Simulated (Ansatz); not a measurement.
Reaction (substitution at a C–Si bond): `C[Si](O)(O)[SiH3]` + `[SH][GaH2]` → `C[S][GaH2]` + `O[SiH](O)[SiH3]`

Calculated with Ansatz (gas phase, PBE0-D4/def2-TZVP geometries, no zero-point term in ΔE). CBS: MP2 limit from def2 TZ/QZ plus the TZ coupled-cluster correction, frozen cores. This one scheme is used for every species. Functionals use def2-TZVPP. For Ga outer-core shells are correlated without core-valence functions, which leaves a few kJ/mol of doubt a bond. Scalar relativity is left out up to krypton. Each species was taken in one conformer, which may not be the lowest.

`C[Si](O)(O)[SiH3]`:

```xyz
13

C     0.610   -1.601   -0.109
Si    0.058    0.070    0.511
O    -1.052   -0.047    1.717
O     1.357    0.873    1.147
Si   -0.989    1.321   -1.176
H    -0.245   -2.175   -0.475
H     1.323   -1.507   -0.933
H     1.087   -2.177    0.690
H    -0.728   -0.276    2.590
H     2.212    0.727    0.740
H    -1.419    2.655   -0.677
H    -0.036    1.531   -2.304
H    -2.178    0.608   -1.720
```

`[SH][GaH2]`:

```xyz
5

S    -1.449    0.596   -0.311
Ga    0.407   -0.317    0.436
H    -0.937    0.945   -1.502
H     0.323   -0.910    1.875
H     1.656   -0.313   -0.499
```

`C[S][GaH2]`:

Cartesian coordinates in Å:
```
C -0.959 -0.985 -0.178
S 0.805 -0.941 0.258
Ga 1.271 1.193 0.243
H -1.083 -1.569 -1.090
H -1.357 0.017 -0.336
H -1.510 -1.466 0.630
H 0.092 2.160 -0.110
H 2.740 1.590 0.583
```

`O[SiH](O)[SiH3]`:

Z-matrix (Å, degrees):
```
Si
O 1 1.647
Si 1 2.344 2 104.5
O 1 1.648 2 112.8 3 -122.1
H 1 1.486 2 110.8 3 123.0
H 2 0.959 1 117.7 3 -172.2
H 3 1.487 1 111.3 2 55.4
H 3 1.490 1 109.9 2 -65.1
H 3 1.489 1 110.0 2 175.9
H 4 0.959 1 117.5 2 65.5
```

Question: Is it downhill or uphill in electronic energy at CCSD(T)/CBS, and by how much? (Estimate.)

Answer: The calculation gave: Uphill: ΔE = +0.65 eV.

Question: What do these levels give: PBE0-D4, PBE0, SCS-MP2/def2-TZVPP, HF/def2-QZVPP, MP2/def2-QZVPP, HF/CBS(def2)? (Estimate.)

Answer: Ansatz gave: PBE0-D4 0.66, PBE0 0.64, SCS-MP2/def2-TZVPP 0.63, HF/def2-QZVPP 0.65, MP2/def2-QZVPP 0.66, HF/CBS(def2) 0.65 eV.

Largest T1 diagnostic among the species: 0.013.

From PBE to PBE0 (25 % exact exchange), in def2-TZVPP and without D4, ΔE moves by +0.04 eV.
